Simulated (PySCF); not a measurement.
**Mass spectrum arithmetic for Si8Cl8 cubane**

Species: Si8Cl8.

Calculated from tabulated atomic weights, isotope masses and abundances; no fragmentation.

(1) Find the molar and monoisotopic masses of Si8Cl8.

(2) Work out the cluster of the molecular ion M+•, one line a nominal mass.

(3) What is the composition by mass?

(4) Which m/z would the protonated and sodiated molecule have?

(5) Count the protons, neutrons and electrons of the monoisotopic species, and give its exact less its nominal mass.

## Answers

(1) For Si8Cl8, with standard atomic weights, 8 × 28.085 + 8 × 35.450 = 508.280 g/mol. From the most abundant isotopes (28Si, 35Cl), 8 × 27.976927 + 8 × 34.968853 = 503.5662 u.

(2) 
```csv
nominal mass,m/z (centroid),relative intensity
504,503.5657,26.5
505,504.5653,10.8
506,505.5628,76.7
507,506.5623,30.2
508,507.5599,100.0
509,508.5593,38.0
510,509.5569,77.4
511,510.5564,28.2
512,511.5540,39.5
513,512.5534,13.7
514,513.5511,14.0
515,514.5505,4.6
516,515.5482,3.5
517,516.5475,1.1
518,517.5453,0.6
519,518.5445,0.2
```

Lines under 0.1 % of the tallest are left out. One electron mass, 0.00055 u, is taken off.

(3) Si 44.20 %, Cl 55.80 %.

(4) [M+H]+ 504.5735, [M+Na]+ 526.5555, for the monoisotopic species (arithmetic only; whether such ions form is another matter).

(5) 248 protons, 256 neutrons and 248 electrons; 503.5662 − 504 = -0.4338 u.
